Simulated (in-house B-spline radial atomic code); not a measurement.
Ionisation energies along the 32-electron series, configuration [Ar] 3d10 4s2 4p2, as differences of self-consistent energies. Dirac energy differences include first-order Breit, QED and recoil terms. NIST's values go from ground level to ground level; the uncertainty of those that are theory runs from under 0.1 % in few-electron ions to several per cent in heavy many-electron ones. Computed with a B-spline radial code for spherical atoms: Dirac-Hartree-Fock, average of the configuration, finite nuclei.

| ion | configuration after | ionisation energy (eV) | IE/(q+1)² (eV) | Breit and QED recoil part (eV) | tabulated value (eV) | tabulated kind | computed minus tabulated (eV) |
| --- | --- | --- | --- | --- | --- | --- | --- |
| Sb19+ | [Ar] 3d10 4s2 4p1 | 544.2 | 1.3606 | -0.33651 | 552 | tabulated theory | -7.8 |
| Te20+ | [Ar] 3d10 4s2 4p1 | 590.9 | 1.3398 | -0.37515 | 599 | tabulated theory | -8.1 |
| I21+ | [Ar] 3d10 4s2 4p1 | ? | ? | ? | ? | tabulated theory | ? |
| Xe22+ | [Ar] 3d10 4s2 4p1 | ? | ? | ? | ? | tabulated theory | ? |
| Cs23+ | [Ar] 3d10 4s2 4p1 | 741.6 | 1.2875 | -0.50819 | 753 | tabulated theory | -11.4 |
| Ba24+ | [Ar] 3d10 4s2 4p1 | 795.5 | 1.2728 | -0.55848 | 809 | tabulated theory | -13.5 |
| La25+ | [Ar] 3d10 4s2 4p1 | 851.2 | 1.2592 | -0.61199 | 865 | tabulated theory | -13.8 |
| Ce26+ | [Ar] 3d10 4s2 4p1 | 908.8 | 1.2466 | -0.66877 | 924 | tabulated theory | -15.2 |
| Pr27+ | [Ar] 3d10 4s2 4p1 | ? | ? | ? | ? | tabulated theory | ? |
| Nd28+ | [Ar] 3d10 4s2 4p1 | 1029.3 | 1.2239 | -0.79262 | 1049 | tabulated theory | -19.7 |
| Pm29+ | [Ar] 3d10 4s2 4p1 | 1092.4 | 1.2138 | -0.85988 | 1113 | tabulated theory | -20.6 |
| Sm30+ | [Ar] 3d10 4s2 4p1 | 1157.3 | 1.2043 | -0.93084 | 1180 | tabulated theory | -22.7 |

(1) Fill in the row of I21+.

(2) Fill in the row of Xe22+.

(3) Fill in the row of Pr27+.

Where a p, d or f electron is removed, the computed value is a mean over both j, so it misses the tabulated one by a part of the spin-orbit splitting; averaging over terms and missing correlation add to the gap, relatively most at low charge.

Results:

(1) ionisation energy (eV): 639.3; IE/(q+1)² (eV): 1.3209; Breit and QED recoil part (eV): -0.41664; tabulated value (eV): 649; computed minus tabulated (eV): -9.7.

(2) ionisation energy (eV): 689.6; IE/(q+1)² (eV): 1.3035; Breit and QED recoil part (eV): -0.46091; tabulated value (eV): 700; computed minus tabulated (eV): -10.4.

(3) ionisation energy (eV): 968.1; IE/(q+1)² (eV): 1.2349; Breit and QED recoil part (eV): -0.72894; tabulated value (eV): 985; computed minus tabulated (eV): -16.9.
